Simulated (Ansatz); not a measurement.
Reaction (substitution at a C–Al bond): `[CH3][Al]1[CH]=[C]1F` + `[OH][Sn][OH]` → `C[O][Sn][OH]` + `F[C]1=[CH][AlH]1`

Isolated molecules relaxed with PBE0-D4/def2-TZVP in Ansatz; ΔE leaves out vibrations. CCSD(T)/CBS adds triple-zeta CCSD(T) − MP2 to the extrapolated MP2 energy (def2 sets, frozen cores). DFT in def2-TZVPP. B3LYP here is the variant with VWN-RPA as its local correlation; programs differ in this. HSE06 is defined as in plane-wave codes. Elements past krypton have def2 core potentials. For Sn outer-core shells are correlated without core-valence functions, which leaves a few kJ/mol of doubt a bond. Each species was taken in one conformer, which may not be the lowest.

`[CH3][Al]1[CH]=[C]1F`:

```xyz
9

C     1.355   -1.172    0.717
Al   -0.001    0.005   -0.010
C    -0.809    1.614   -0.512
C    -1.600    0.545   -0.781
F    -2.814    0.562   -1.334
H     2.354   -0.748    0.590
H     1.191   -1.325    1.787
H     1.331   -2.150    0.233
H    -1.006    2.669   -0.690
```

`[OH][Sn][OH]`:

```xyz
5

O    -0.364   -0.877   -0.701
Sn    0.115    1.051   -0.653
O     0.510    0.973    1.272
H    -0.634   -1.237   -1.549
H     0.373    0.089    1.631
```

`C[O][Sn][OH]`:

```xyz
8

C     0.910    0.034    0.526
O    -0.311    0.154    1.201
Sn   -2.125    0.116    0.404
O    -1.605   -0.128   -1.491
H     1.062    0.836   -0.210
H     1.728    0.096    1.251
H     1.007   -0.927    0.003
H    -0.665   -0.181   -1.684
```

`F[C]1=[CH][AlH]1`:

Cartesian coordinates in Å:
```
F -0.887 0.008 1.960
C -0.276 -0.098 0.783
C -0.419 0.711 -0.297
Al 0.796 -0.670 -0.615
H -1.046 1.591 -0.420
H 1.832 -1.542 -1.412
```

```json
{"level": "BLYP-D4", "ΔE (kJ/mol)": "97.8", "difference from CCSD(T)/CBS": "-12.1"}
{"level": "r2SCAN-D4", "ΔE (kJ/mol)": "110.3", "difference from CCSD(T)/CBS": "0.4"}
{"level": "PBE0-D4", "ΔE (kJ/mol)": "107.6", "difference from CCSD(T)/CBS": "-2.3"}
{"level": "ωB97M-V", "ΔE (kJ/mol)": "108.4", "difference from CCSD(T)/CBS": "-1.5"}
{"level": "PBE-QIDH", "ΔE (kJ/mol)": "111.1", "difference from CCSD(T)/CBS": "1.2"}
{"level": "revPBE", "ΔE (kJ/mol)": "108.8", "difference from CCSD(T)/CBS": "-1.1"}
{"level": "B3LYP", "ΔE (kJ/mol)": "104.6", "difference from CCSD(T)/CBS": "-5.3"}
{"level": "r2SCAN0", "ΔE (kJ/mol)": "111.7", "difference from CCSD(T)/CBS": "1.8"}
{"level": "HSE06", "ΔE (kJ/mol)": "109.7", "difference from CCSD(T)/CBS": "-0.2"}
{"level": "CAM-B3LYP", "ΔE (kJ/mol)": "103.6", "difference from CCSD(T)/CBS": "-6.3"}
{"level": "CCSD/def2-SVP", "ΔE (kJ/mol)": "83.0", "difference from CCSD(T)/CBS": "-26.9"}
{"level": "CCSD(T)/def2-SVP", "ΔE (kJ/mol)": "82.2", "difference from CCSD(T)/CBS": "-27.7"}
{"level": "HF/def2-TZVPP", "ΔE (kJ/mol)": "95.5", "difference from CCSD(T)/CBS": "-14.4"}
{"level": "MP2/def2-TZVPP", "ΔE (kJ/mol)": "113.4", "difference from CCSD(T)/CBS": "3.5"}
{"level": "SCS-MP2/def2-TZVPP", "ΔE (kJ/mol)": "106.0", "difference from CCSD(T)/CBS": "-3.9"}
{"level": "MP2/CBS(def2)", "ΔE (kJ/mol)": "116.5", "difference from CCSD(T)/CBS": "6.6"}
{"level": "CCSD(T)/CBS", "ΔE (kJ/mol)": "109.9", "difference from CCSD(T)/CBS": "0"}
```

Largest T1 diagnostic among the species: 0.018.

The D4 term adds −4.0 kJ/mol with B3LYP and −2.0 kJ/mol with PBE0; it sums over pairs of atoms, weighted by their polarisabilities, and B3LYP, whose exchange is more repulsive, gets the larger term. At CCSD(T), def2-SVP lies −27.7 kJ/mol from the extrapolated value and def2-TZVPP −3.1 kJ/mol. In def2-TZVPP, CCSD(T) changes the Hartree–Fock value by +11.3 kJ/mol (the triples alone add +0.5 kJ/mol) and MP2 by +18.0 kJ/mol.
